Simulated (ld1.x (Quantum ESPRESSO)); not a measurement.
Before and after: TM potential for Pb (Z = 82)

ld1.x (Quantum ESPRESSO) 7.5 input, shortened:

```
&input
   title='Pb', zed=82., rel=2, dft='WC', iswitch=3,
   config='[Xe] 4f14 5d10 6s2 6p2', rel_dist='average'
 /
 &inputp
   pseudotype=2, tm=.true., lloc=-1, rcloc=1.35,
   nlcc=.true.
 /
2
6S  1  0   2.00   0.00  1.80  1.80  0.0
6P  2  1   2.00   0.00  1.90  1.90  0.0
 &test
   configts(1)='6s2 6p2'
 /
```

Open shells are filled in proportion to 2j + 1 (rel_dist='average').

All-electron outer shells of the reference configuration (Wu–Cohen, scalar-relativistic, ld1.x):

| shell | level (eV) | outermost node (bohr) | outermost maximum (bohr) |
| --- | --- | --- | --- |
| 5p | -85.79 | 0.49 | 0.88 |
| 5d | -21.12 | 0.52 | 1.07 |
| 6s | -12.10 | 1.01 | 1.95 |
| 6p | -3.50 | 1.18 | 2.63 |

Change: core correction a·sin(br)/r model core inside 2.12 bohr.

Cutoffs: the cutoffs (Ry, on a coarse ladder) from which the occupation-weighted sum of valence levels, in a spherical-Bessel basis at the reference potential, stays within 10 and 1 mRy of its value at 400 Ry; they do not see the model core or the augmentation charge, which bear on the density cutoff. Errors are all-electron minus pseudo energies relative to the spin-unpolarised reference configuration.

**Question.** Predict the effect on cutoff, ghosts and configuration errors.

**Answer.** The potential gets neither clearly harder nor softer (30 Ry and 55 Ry → 30 Ry and 55 Ry); both files keep a bound ghost (d, p, s); of the 7 tests that both files solve, the error grows in 0 and shrinks in 2 by more than 15 % and 0.3 meV (median size 83.5 → 78.6 meV). The default core radius of the base comes out at 1.90 bohr. A wider model core is smoother and lowers the density cutoff, which this test does not measure.

| quantity | base | changed |
| --- | --- | --- |
| cutoff, loose | 30 Ry | 30 Ry |
| cutoff, tight | 55 Ry | 55 Ry |
| bound ghosts | s, p1/2, p3/2, d | s, p1/2, p3/2, d |
| error for 6s2 6p1, meV [ΔE 6.71 eV] | -18 | -19 |
| error for 6s2 6p0, meV [ΔE 20.32 eV] | -133 | -137 |
| error for 6s1 6p0, meV [ΔE 52.83 eV] | -668 | -671 |
| error for 6s1 6p2, meV [ΔE 16.14 eV] | -84 | -79 |
| error for 6s0 6p4, meV [ΔE 17.56 eV] | -117 | -97 |
| error for 6s2 6p2.3, meV [ΔE -0.83 eV] | -0.6 | -0.6 |
| error for 6s1 6p3, meV [ΔE 8.61 eV] | -30 | -25 |
| s: phases at 2.04 bohr within 0.05 rad from the reference energy up to (Ry; the scan ends near 5) | 2.0 | 2.0 |
| p1/2: phases at 2.04 bohr within 0.05 rad from the reference energy up to (Ry; the scan ends near 5) | to the end of the scan | to the end of the scan |
| p3/2: phases at 2.04 bohr within 0.05 rad from the reference energy up to (Ry; the scan ends near 5) | 1.4 | 1.4 |

 A true bound ghost makes a file unfit for plane-wave use even where its test errors are small: the radial tests pick states by their node count and pass the ghost by.
